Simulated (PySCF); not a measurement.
Removal energies of Ge²⁺ from EOM-IP-GCCSD

Reference: closed-shell Ge²⁺, [Ar] 3d10 4s2; one electron is removed. Calculated with PySCF 2.14, two-component X2C-1e with screened spin-orbit coupling, x2c-TZVPPall-2c with one added diffuse shell each of s, p, d type (7s8p5d1f, 63 functions); frozen [Ne]; all 96 virtual spinors kept. No Breit or QED terms. Binding energies in eV.

| level | Koopmans | second order | EOM-CCSD |
| --- | --- | --- | --- |
| 3d3/2 | 63.858 | 56.109 | 59.692 |
| 3d5/2 | 63.226 | 55.992 | 59.122 |
| 4s1/2 | 32.440 | 33.141 | 33.476 |

For comparison, the ionisation energy of Ge²⁺ is 34.058 eV (measured; NIST Atomic Spectra Database, ionization energies).

Only part of the computed levels is shown.

Gaps of this size point to the basis (7s8p5d1f), which has few functions of high l to correlate and polarise the inner shells.

Where second order misses EOM-CCSD by more than 1 eV, it overshoots the relaxation and correlation of that hole or particle, which higher orders damp.
